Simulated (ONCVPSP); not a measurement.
# Cutoff test, Ni (Z = 28), ONCV

| Property | Result |
| --- | --- |
| Element | nickel (Ni) |
| Generator | ONCVPSP 4.0.1 |
| Type | optimised norm-conserving Vanderbilt (ONCV) |
| Functional | PBEsol |
| Relativity | scalar-relativistic |
| Frozen core | [Ne] 3s2 |
| Valence charge | 16 |
| Reference configuration | 3p6 3d8 4s2 |
| Partial waves | 4s: rc 1.95 bohr, ncon 4, nbas 7, qcut 3.4 1/bohr, 2 projectors, debl 0.5 Ha; 3p: rc 1.15 bohr, ncon 4, nbas 8, qcut 13.5 1/bohr, 1 projector; 3d: rc 1.50 bohr, ncon 5, nbas 9, qcut 9.2 1/bohr, 1 projector; f scattering state at 0.16 Ha: rc 1.70 bohr, ncon 3, nbas 7, qcut 7 1/bohr, 3 projectors, debl 1.2 Ha |
| Local potential | polynomial inside 0.90 bohr (lpopt 5, dvloc0 0 Ha) |
| Core correction | Teter function, fcfact 4.25, rcfact 1.6 |

**Question.** For each optimised wave give the share of its norm inside rc, the residual kinetic energy above qcut (Ha) and the cutoffs (Ha) for errors of 10, 1, 0.1 and 0.01 mHa per electron.

**Answer.**

| wave | norm inside rc | residual KE | 10 mHa | 1 mHa | 0.1 mHa | 0.01 mHa |
| --- | --- | --- | --- | --- | --- | --- |
| 4s | 0.232 | 5.2e-04 | 3.3 | 5.3 | 11.4 | 25.0 |
| s projector 2 | 0.127 | 6.8e-04 | 3.3 | 5.5 | 26.5 | 43.5 |
| 3p | 0.880 | 1.1e-08 | 34.0 | 44.2 | 53.6 | 62.2 |
| 3d | 0.836 | 9.7e-04 | 35.9 | 43.2 | 120.2 | 138.3 |
| f projector 1 | 0.000 | 1.6e-09 | 0.3 | 0.6 | 1.4 | 4.1 |
| f projector 2 | 0.043 | 7.0e-06 | 6.1 | 13.0 | 19.1 | 23.8 |
| f projector 3 | 0.114 | 1.1e-04 | 12.5 | 19.3 | 24.7 | 37.9 |

The occupied waves need 44 Ha and 120 Ha for 1 and 0.1 mHa. Rows with under 1 % of the norm inside rc give no meaningful cutoff. Note: ghosts flagged at negative energy: s at -100.3 eV; no localised positive-energy state flagged. A true bound ghost makes a file unfit for plane-wave use.
